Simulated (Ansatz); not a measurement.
One change: `CO[SiH](O)[GeH2][OH]` becomes `CO[SiH](O)Br`.

Ansatz, PBE0-D4/def2-TZVP geometries, multiplicity 1. Each molecule was computed in one conformer, which needn't be the lowest.

Scalar relativity is left out up to krypton. Spin–orbit coupling is left out; it splits and shifts lone-pair levels of the heavy atoms by tenths of an eV.

```tsv
property	`CO[SiH](O)[GeH2][OH]`
LUMO energy (ωB97M-V/def2-TZVPP) / eV	1.28
LUMO energy (PBE0/def2-TZVPP) / eV	-0.45
LUMO energy (PBE/def2-TZVPP) / eV	-1.29
HOMO energy (B3LYP/def2-TZVPP) / eV	-7.72
size of the dipole moment (ωB97M-V/def2-TZVPP) / D	1.17
HOMO–LUMO gap (ωB97M-V/def2-TZVPP) / eV	11.28
```

Problem. Give the same properties after the change, and the shifts. (An estimate is asked.)

Solution. Ansatz gave: 
```csv
property,`CO[SiH](O)Br`,shift
LUMO energy (ωB97M-V/def2-TZVPP) / eV,2.21,0.93
LUMO energy (PBE0/def2-TZVPP) / eV,0.63,1.08
LUMO energy (PBE/def2-TZVPP) / eV,-0.28,1.01
HOMO energy (B3LYP/def2-TZVPP) / eV,-8.22,-0.50
size of the dipole moment (ωB97M-V/def2-TZVPP) / D,1.58,0.41
HOMO–LUMO gap (ωB97M-V/def2-TZVPP) / eV,12.96,1.68
```

With PBE0 the HOMO falls by 0.58 eV and the LUMO rises by 1.08 eV, so the gap widens by about 1.66 eV. PBE moves the HOMO by -0.42 eV and ωB97M-V by -0.75 eV. Dipoles are sizes alone; their direction can turn.

B3LYP here is the variant with VWN-RPA as its local correlation; programs differ in this.
